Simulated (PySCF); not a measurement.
# Simulated absorption spectrum

Compound: C2H5F3SSi.
SMILES: `CS[Si@H](F)C(F)F`

Theory: TDDFT B3LYP/def2-SVPD, vertical, gas phase, core orbitals frozen in the response (PySCF 2.14.0, density-fitted response routines). One conformer (not necessarily the lowest) at the GFN2-xTB geometry, without solvent, vibrations or thermal averaging. Torsions of this conformer, `[CH3:1][S:2][Si@H:3]([F:4])[CH:5]([F:6])[F:7]`: C1–S2–Si3–F4 -49°, S2–Si3–C5–F6 180°.

Each state is given a Gaussian of 0.5 eV full width at half maximum, with ε(max) = 2.175×10⁸ f / Δν̃ (Δν̃ the width in cm⁻¹). The width is an assumption, not a result. The curve ends short of the highest state used, and states not computed would add to its high-energy end.

(E (eV), ε (L mol⁻¹ cm⁻¹)): (4.58, 0), (4.66, 1), (4.74, 3), (4.83, 9), (4.91, 20), (5.00, 41), (5.08, 68), (5.17, 101), (5.25, 125), (5.34, 133), (5.42, 122), (5.51, 97), (5.59, 81), (5.68, 97), (5.76, 173), (5.85, 365), (5.93, 648), (6.02, 1060), (6.10, 1424), (6.18, 1685), (6.27, 1790), (6.35, 1749), (6.44, 1687), (6.52, 1728), (6.61, 1935), (6.69, 2244), (6.78, 2697), (6.86, 3173), (6.95, 3740), (7.03, 4155)

Question: Where are the band maxima, and which computed states make them?

Answer: 233 nm (5.33 eV), ε about 130, made up of S1 (100%); 198 nm (6.27 eV), ε about 1800, made up of S2 (88%) and S3 (10%) (ε in L mol⁻¹ cm⁻¹; maxima over ε = 5, shares over 10%). At its high-energy end, 7.03 eV, the curve is still rising (ε about 4200, from S4, S5, S6 and S7). The states used: S1 5.33 eV (f 0.0025); S2 6.22 eV (f 0.030); S3 6.67 eV (f 0.019); S4 6.84 eV (f 0.014); S5 7.03 eV (f 0.020); S6 7.15 eV (f 0.018); S7 7.20 eV (f 0.038); S8 7.63 eV (f 0.014).

Question: On this curve, what absorbance would a 10⁻⁵ mol/L sample give at 193 nm over a 1 cm path?

Answer: 193 nm is 6.424 eV, where ε is about 1700 L mol⁻¹ cm⁻¹, so A = ε c l ≈ 0.017 (Beer–Lambert, with the gas-phase spectrum and the assumed width).

Question: What would ε be at 6.27 eV, the highest of these maxima, with half the width (0.25 eV)?

Answer: About 2930 L mol⁻¹ cm⁻¹ against 1790, a factor of about 1.6; a lone state at its own centre would give exactly 2.

Question: Does any computed singlet lie in the visible range?

Answer: No computed singlet lies in the visible range (380 to 750 nm); the lowest, at 233 nm, stands 2.06 eV above its violet end (3.26 eV).

On one thread, Intel Xeon at 2.50 GHz (x86_64), no GPU, on a shared host, this took 71 s and 0.75 GiB of memory at its peak.
